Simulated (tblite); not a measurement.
Compound: C4H6FOSi2 (doublet state).
Numbering: `[F:1][c:2]1[cH:3][c:4][o:5][c:6]1[SiH2:7][SiH3:8]` (hydrogens: H9 on C3; H10, H11 on Si7; H12, H13, H14 on Si8)

Geometry (GFN2-xTB, Å), atoms numbered from 1 in this order:
```
atom  x, y, z in Å
F1     0.8314   -0.7792    1.4441
C2     1.3804   -0.4494    0.2645
C3     2.7577   -0.5200   -0.0552
C4     2.7852   -0.1013   -1.3509
O5     1.6053    0.2242   -1.8209
C6     0.6841    0.0100   -0.8258
Si7   -1.1163    0.3503   -1.1687
Si8   -2.2217    0.2791    0.8803
H9     3.5668   -0.8364    0.5657
H10   -1.5996   -0.6492   -2.1316
H11   -1.1821    1.6499   -1.8473
H12   -2.3700   -1.0881    1.3762
H13   -1.5553    1.0777    1.9073
H14   -3.5665    0.8319    0.6905
```

Computed geometry: GFN2-xTB, gas phase. This method treats the open shell by occupation alone, without spin polarisation.

Take the most abundant isotopes and a rigid rotor. The values belong to one conformer with, in the numbering `[F:1][c:2]1[cH:3][c:4][o:5][c:6]1[SiH2:7][SiH3:8]`, O5–C6–Si7–Si8 -169°.

Problem. Give the principal moments of inertia and the rotational constants in cm⁻¹.

Solution. Ia = 190.32, Ib = 508.73, Ic = 683.91 u·Å²; 505379 MHz·u·Å²/I gives 2655, 993.4 and 739.0 MHz, that is A = 0.08858, B = 0.03314, C = 0.02465 cm⁻¹.

Problem. Classify the top.

Solution. An asymmetric top. Ray's parameter κ = (2B − A − C)/(A − C) = -0.734; −1 is the prolate and +1 the oblate limit.

Problem. Is it planar, by Δ = Ic − Ia − Ib?

Solution. Not planar: Δ = Ic − Ia − Ib = -15.14 u·Å². For a rigid frame Δ = −2 Σ m c², so Σ m c² = 7.57 u·Å² lies off the ab plane: 5.79 from hydrogen and 1.78 from heavier atoms. The atom farthest from that plane is 1.42 Å away.

Problem. Where do the levels up to J = 5 lie, in MHz?

Solution. Above 0(0,0):
J = 1: 1(0,1) 1732, 1(1,1) 3394, 1(1,0) 3649
J = 2: 2(0,2) 5170, 2(1,2) 6605, 2(1,1) 7368, 2(2,1) 12354, 2(2,0) 12381
J = 3: 3(0,3) 10261, 3(1,3) 11404, 3(1,2) 12929, 3(2,2) 17551, 3(2,1) 17684, 3(3,1) 26514, 3(3,0) 26516
J = 4: 4(0,4) 16937, 4(1,4) 17775, 4(1,3) 20307, 4(2,3) 24460, 4(2,2) 24847, 4(3,2) 33492, 4(3,1) 33505, 4(4,1) 45973, 4(4,0) 45973
J = 5: 5(0,5) 25131, 5(1,5) 25700, 5(1,4) 29467, 5(2,4) 33061, 5(2,3) 33915, 5(3,3) 42229, 5(3,2) 42279, 5(4,2) 54695, 5(4,1) 54696, 5(5,1) 70743, 5(5,0) 70743
Those of J = 1 are B + C, A + C and A + B.

Problem. Estimate the classical rotational partition function at 200 K, 298.15 K and 500 K.

Solution. Point group C1, symmetry number σ = 1; q = (√π/σ)·√((kT/h)³/(ABC)), k/h = 20836.6 MHz/K: 342000 at 200 K, 622000 at 298.15 K, 1350000 at 500 K.

For this open shell read J as N, the rotation without spin; fine and hyperfine splittings come on top. Its GFN2-xTB frequencies are all real (lowest 17 cm⁻¹). These are rigid-rotor constants of the computed structure; measured ground-state constants (B0) also hold zero-point vibration.

On an Arm Neoverse V1 with one thread, no GPU, on a shared host, this took 0.98 s wall. These figures are those of the optimisation.
